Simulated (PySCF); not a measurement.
## EPR parameters of C3H10OPSi

C3H10OPSi (doublet state).
Structure used (GFN2-xTB), in Å, numbered top down from 1:
```
atom  x, y, z in Å
C1    -1.154   -0.724    1.024
C2    -0.559    0.393    0.174
C3    -1.644    1.260   -0.457
O4     0.223   -0.144   -0.862
Si5    1.718   -0.750   -0.810
P6     2.961    0.480    0.580
H7    -1.788   -0.307    1.802
H8    -1.746   -1.386    0.396
H9    -0.358   -1.303    1.487
H10    0.087    1.021    0.809
H11   -2.283    0.645   -1.085
H12   -1.190    2.031   -1.074
H13   -2.246    1.731    0.315
H14    1.726   -2.145   -0.340
H15    2.092   -0.649   -2.215
H16    4.153   -0.143    0.244
```

The hyperfine couplings belong to this conformer and change with its torsions.

Identity: `CC(C)O[SiH2][PH]` [radical].

Method: UKS B3LYP, pcH-1 on C H O P Si, non-relativistic, mean-field spin-orbit, GIAO in PySCF 2.14.0. The structure is a single GFN2-xTB conformer in the gas phase; no vibrational or solvent corrections. Couplings are sensitive to structure, and on GFN2-xTB geometries they can be far from those on DFT ones, by a factor of two or more for some ions and for spin on atoms past the first row. No stability test was run, so a lower SCF solution isn't excluded.

| Property | Result |
| --- | --- |
| g1, g2, g3 | 2.00224, 2.00896, 2.02430 |
| g_iso | 2.01183 |
| Form of g | rhombic: the two nearest values differ by 30 % of g3 − g1 |
| ⟨S²⟩ | 0.7533 (exact 0.7500) |
| α and β electrons | 33, 32 |
| Total energy | -826.44879 Eh |

Isotropic coupling and dipolar principal values T1 to T3, in MHz; ρ(0) is the spin density at the nucleus:

```json
{"atom": "C1", "isotope": "13C", "a_iso": "0.1", "of which spin–orbit": "0.0", "T1": "-0.3", "T2": "-0.2", "T3": "0.5", "Mulliken spin population": "0.00", "ρ(0) (bohr⁻³)": "0.0001"}
{"atom": "C2", "isotope": "13C", "a_iso": "-0.5", "of which spin–orbit": "0.0", "T1": "-0.4", "T2": "-0.3", "T3": "0.7", "Mulliken spin population": "0.00", "ρ(0) (bohr⁻³)": "-0.0005"}
{"atom": "C3", "isotope": "13C", "a_iso": "0.1", "of which spin–orbit": "0.0", "T1": "-0.2", "T2": "-0.2", "T3": "0.3", "Mulliken spin population": "0.00", "ρ(0) (bohr⁻³)": "0.0001"}
{"atom": "O4", "isotope": "17O", "a_iso": "0.8", "of which spin–orbit": "0.0", "T1": "-0.3", "T2": "-0.1", "T3": "0.3", "Mulliken spin population": "0.00", "ρ(0) (bohr⁻³)": "-0.0013"}
{"atom": "Si5", "isotope": "29Si", "a_iso": "30.7", "of which spin–orbit": "-0.1", "T1": "-1.6", "T2": "-0.2", "T3": "1.8", "Mulliken spin population": "-0.02", "ρ(0) (bohr⁻³)": "-0.0346"}
{"atom": "P6", "isotope": "31P", "a_iso": "118.6", "of which spin–orbit": "0.1", "T1": "-316.5", "T2": "-301.4", "T3": "617.9", "Mulliken spin population": "1.01", "ρ(0) (bohr⁻³)": "0.0654"}
{"atom": "H7", "isotope": "1H", "a_iso": "0.0", "of which spin–orbit": "0.0", "T1": "-0.6", "T2": "-0.6", "T3": "1.2", "Mulliken spin population": "0.00", "ρ(0) (bohr⁻³)": "0.0000"}
{"atom": "H8", "isotope": "1H", "a_iso": "0.2", "of which spin–orbit": "0.0", "T1": "-0.6", "T2": "-0.6", "T3": "1.1", "Mulliken spin population": "0.00", "ρ(0) (bohr⁻³)": "0.0000"}
{"atom": "H9", "isotope": "1H", "a_iso": "0.2", "of which spin–orbit": "0.0", "T1": "-1.4", "T2": "-1.3", "T3": "2.7", "Mulliken spin population": "0.00", "ρ(0) (bohr⁻³)": "0.0000"}
{"atom": "H10", "isotope": "1H", "a_iso": "0.5", "of which spin–orbit": "0.0", "T1": "-2.7", "T2": "-1.8", "T3": "4.5", "Mulliken spin population": "0.00", "ρ(0) (bohr⁻³)": "0.0001"}
{"atom": "H11", "isotope": "1H", "a_iso": "0.1", "of which spin–orbit": "0.0", "T1": "-0.4", "T2": "-0.4", "T3": "0.9", "Mulliken spin population": "0.00", "ρ(0) (bohr⁻³)": "0.0000"}
{"atom": "H12", "isotope": "1H", "a_iso": "0.0", "of which spin–orbit": "0.0", "T1": "-0.7", "T2": "-0.7", "T3": "1.4", "Mulliken spin population": "0.00", "ρ(0) (bohr⁻³)": "0.0000"}
{"atom": "H13", "isotope": "1H", "a_iso": "0.0", "of which spin–orbit": "0.0", "T1": "-0.5", "T2": "-0.4", "T3": "0.9", "Mulliken spin population": "0.00", "ρ(0) (bohr⁻³)": "0.0000"}
{"atom": "H14", "isotope": "1H", "a_iso": "49.2", "of which spin–orbit": "0.0", "T1": "-2.8", "T2": "-1.0", "T3": "3.7", "Mulliken spin population": "0.02", "ρ(0) (bohr⁻³)": "0.0110"}
{"atom": "H15", "isotope": "1H", "a_iso": "45.3", "of which spin–orbit": "0.0", "T1": "-2.4", "T2": "-1.2", "T3": "3.6", "Mulliken spin population": "0.02", "ρ(0) (bohr⁻³)": "0.0101"}
{"atom": "H16", "isotope": "1H", "a_iso": "-35.0", "of which spin–orbit": "0.2", "T1": "-17.7", "T2": "3.2", "T3": "14.5", "Mulliken spin population": "-0.03", "ρ(0) (bohr⁻³)": "-0.0079"}
```

The largest Mulliken spin population is on P6 (+1.01).

Under fast tumbling the dipolar parts average out, and these isotropic splittings remain: 1 × 31P (P6, I = 1/2, 2 lines) with 4.21 mT, 2 × 1H (H14/H15, I = 1/2, 3 lines) with 1.68 mT and 1 × 1H (H16, I = 1/2, 2 lines) with 1.24 mT.

Class means assume fast exchange of nuclei equivalent by connectivity; if that motion is slow, each nucleus keeps its own coupling.

The 29Si coupling of Si5 (30.7 MHz) shows only in satellite lines or after enrichment, since that isotope makes up about 4.7 % of natural silicon.
